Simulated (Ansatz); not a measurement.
Mulliken charges of CH$_{2}$FInSe, SMILES `F[C](=[Se])[InH2]` from PBE/def2-TZVPP in Ansatz (PBE0-D4/def2-TZVP geometry).

```tsv
atom	x (Å)	y (Å)	z (Å)	charge (e)
F1	1.879	-1.004	0.967	-0.068
C2	0.703	-0.766	0.431	-0.021
Se3	-0.485	-2.059	0.190	-0.101
In4	-0.429	0.909	-0.370	0.411
H5	-0.224	1.150	-2.047	-0.111
H6	-1.402	1.706	0.783	-0.111
```

Q: By hand: the dipole of these point charges (1 e Å = 4.8032 D).

A: Σ q r = (-0.089, 0.349, -0.106) e Å, of length 0.375 e Å = 1.80 D.

Q: How does the dipole of the full density compare? (Estimate.)

A: The calculation gave: (0.006, 0.206, -0.038) e Å, 1.01 D; the point charges give 1.78 times that, at 17° from its direction.

Point charges leave out the atoms' own dipoles, such as those of lone pairs, and Mulliken's split depends on the basis, so the two needn't agree.
